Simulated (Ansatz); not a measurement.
The same path of CH₈MgO₂Si (13 atoms, charge 0, multiplicity 1) was run twice with different band settings.

Level of theory: RKS PBE/def2-SVP (Ansatz 0.2.0).

Relaxed end points:

```xyz
13
Properties=species:S:1:pos:R:3
Mg 0.034 -0.820 0.082
O 0.626 -0.829 -1.939
C -0.172 -2.417 1.429
H 0.542 0.170 -1.792
O -0.010 1.029 -0.389
Si -0.375 2.619 -0.096
H 1.479 -1.011 -2.371
H -0.252 -2.071 2.482
H 0.688 -3.120 1.383
H -1.084 -3.017 1.217
H -0.506 2.902 1.383
H 0.703 3.532 -0.637
H -1.673 3.031 -0.752
```

```xyz
13
Properties=species:S:1:pos:R:3
Mg 0.007 -0.821 0.098
O 0.551 -0.828 -1.935
C -0.160 -2.435 1.429
H 0.480 0.171 -1.786
O -0.031 1.031 -0.364
Si -0.342 2.637 -0.094
H 1.392 -1.015 -2.387
H -0.524 -2.122 2.430
H 0.814 -2.948 1.586
H -0.867 -3.206 1.052
H -0.442 2.956 1.380
H 0.756 3.503 -0.669
H -1.636 3.077 -0.740
```

Common settings: movable images 7; climbing image yes; spring 5.0 eV/Å²; optimiser quadratic models (default); start path through a guess of the saddle point; iteration limit 60; end points relaxed.

| run | force threshold |
| --- | --- |
| 1 | 0.05 eV/Å |
| 2 | 0.2 eV/Å |

Task: What does each run give, and how far can it be trusted?

Result: Run 1: converged after 16 iterations, highest image 0.002 eV above the first end. The top lies less than 8 meV above the higher end, about what the thresholds resolve: that end is a shoulder or a very shallow well. A vibrational analysis at the climbing image gives no mode beyond 40i cm⁻¹: the surface is too flat there to confirm a saddle point.
Run 2: converged after 11 iterations, highest image 0.003 eV above the first end. The threshold of 0.2 eV/Å is loose, so the images may lie well off the minimum-energy path. The top lies less than 8 meV above the higher end, about what the thresholds resolve: that end is a shoulder or a very shallow well. Another band between the same ends (7 images) ends at a top of the same energy, where a vibrational analysis finds no clearly imaginary modes.
